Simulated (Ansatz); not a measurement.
Mulliken charges of H3NS2Sn, SMILES `[NH2][SnH]1[S][S]1` from PBE/def2-TZVPP in Ansatz (PBE0-D4/def2-TZVP geometry).

| atom | x (Å) | y (Å) | z (Å) | charge (e) |
| --- | --- | --- | --- | --- |
| N1 | -0.859 | 1.180 | 0.033 | -0.505 |
| Sn2 | 0.659 | -0.126 | 0.010 | 0.864 |
| S3 | 0.437 | -1.947 | 1.490 | -0.294 |
| S4 | 0.292 | -2.382 | -0.639 | -0.302 |
| H5 | -0.847 | 1.846 | -0.729 | 0.147 |
| H6 | -1.764 | 0.727 | 0.058 | 0.165 |
| H7 | 2.143 | 0.633 | -0.268 | -0.075 |

By hand: the dipole of these point charges (1 e Å = 4.8032 D).

Σ q r = (0.210, 0.931, -0.331) e Å, of length 1.010 e Å = 4.85 D.

How does the dipole of the full density compare? (Best estimate.)

The calculation gave: (-0.029, 0.666, -0.320) e Å, 3.55 D; the point charges give 1.37 times that, at 15° from its direction.

Point charges leave out the atoms' own dipoles, such as those of lone pairs, and Mulliken's split depends on the basis, so the two needn't agree.
